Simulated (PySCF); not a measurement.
State search for SeH

Unrestricted PBE0; basis H cc-pVTZ, Se cc-pVTZ-PP with ECP10; scalar-relativistic core potentials; PySCF 2.14. Outer shells of the fragments: H 1s1; Se 3d10 4s2 4p4.

Followed along the bond (rough minima from three points):

| 2Ms+1 | unpaired | ⟨S²⟩ at the start | R at minimum (Å) | Te (eV) |
| --- | --- | --- | --- | --- |
| 2 | π ↑ | 0.75 | 1.47 | 0.00 |
| 4 | σ ↑, π ↑↑ | 3.75 | none in the scan | ≤ 4.48 |

Solutions found at the starting distance of 1.435 Å, counted from the lowest of them; the search is not exhaustive and high or unbound solutions are not listed, so other states can lie among these:

| 2Ms+1 | unpaired | term | E (eV) | ⟨S²⟩ | ⟨Lz²⟩ | μ (D) |
| --- | --- | --- | --- | --- | --- | --- |
| 2 | π ↑ | ²Π | 0.00 | 0.75 | 1.01 | -0.55 |
| 2 | σ ↑ | ²Σ⁺ | 3.98 | 0.76 | 0.00 | -1.17 |
| 4 | σ ↑, π ↑↑ | ⁴Σ⁻ | 5.12 | 3.75 | 0.00 | 1.19 |
| 2 | σ ↓, π ↑↑ | mixed | 5.57 | 1.76 | 0.00 | 1.38 |
| 2 | σ ↑, π ↑↓ | mixed | 5.75 | 1.76 | 2.03 | 1.24 |
| 4 | σ ↑↑, π ↑ | ⁴Π | 7.95 | 3.75 | 1.01 | 0.40 |

A term symbol is given only where ⟨S²⟩ and ⟨Lz²⟩ are close to those of a pure state; real π, δ and φ orbitals otherwise mix terms. A positive dipole means H(−)Se(+).

Spin–orbit coupling is left out. Counting both spins, an empty level lies below a filled one in some of these solutions, because spin and occupation are held.
